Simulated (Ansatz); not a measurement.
Coupled-cluster diagnostics for the cluster Zn2Te, Ansatz.

Geometry of the singlet (PBE-D4/def2-TZVP):

Cartesian coordinates in Å:
```
Zn -1.009 0.931 -0.447
Zn -0.291 -0.682 1.239
Te 1.300 -0.249 -0.792
```

In the def2 sets Te takes a core potential; there is no spin–orbit coupling. Correlated methods freeze 22 core orbitals; core or outer-core shells of Te are correlated, in sets that lack core-valence functions. Another isomer (triplet) lies 0.23 eV lower at PBE0-D4/def2-TZVP; other spin states weren't run for this one.

**Question.** Estimate the CCSD(T) correlation energy, the shares of MP2 and (T), T1 and the reference's ⟨S²⟩ for: charge 0, singlet, own geometry in def2-TZVPP; and the rough time on 4 threads of Arm Neoverse V1 on a shared host.

**Answer.** 
```
                          state       basis  correlation (eV)  MP2 share (%)  (T) share (%)     T1  ⟨S²⟩ (pure)  wall time                            remarks
charge 0, singlet, own geometry  def2-TZVPP           -37.660          105.1            3.4  0.021  0.00 (0.00)       31 s  large T1, restricted SCF unstable
```
Customary marks for T1 are 0.02 (closed shells), 0.045 (open shells) and about 0.05 (3d metals). T1 exceeds 0.02 in 1 of 1 rows and 0.045 in 0; the higher it lies, the less the single-reference result can be trusted.
